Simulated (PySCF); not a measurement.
# Yb (ytterbium, neutral) across methods

[Xe] 4f14 6s2, closed-shell 1S. Calculation: PySCF 2.14, in cc-pVDZ-X2C (8s7p5d3f1g, 84 functions); scalar relativity by spin-free X2C-1e.

```tsv
method	E (hartree)	mean ε 5p (eV)	mean ε 6s (eV)	mean ε 4f (eV)	Σ⟨r²⟩ (bohr²)	⟨S²⟩
revPBE	-14059.93	-27.285	-3.910	-2.269	72.67	0.000
LDA	-14050.15	-27.507	-4.119	-2.543	71.43	0.000
r2SCAN	-14059.63	-28.277	-4.024	-2.289	73.03	0.000
UHF	-14054.44989	-34.005	-5.337	-13.560	76.84	0.000
PBE0	-14059.28	-29.149	-4.462	-5.122	72.85	0.000
M06-L	-14059.26	-27.198	-3.954	-2.014	71.29	0.000
BLYP	-14060.45	-27.116	-3.847	-2.103	72.14	0.000
PBE	-14059.54	-27.305	-3.964	-2.307	72.32	0.000
```

Spin-orbit coupling, which splits the p, d and f shells strongly at this Z, is absent.
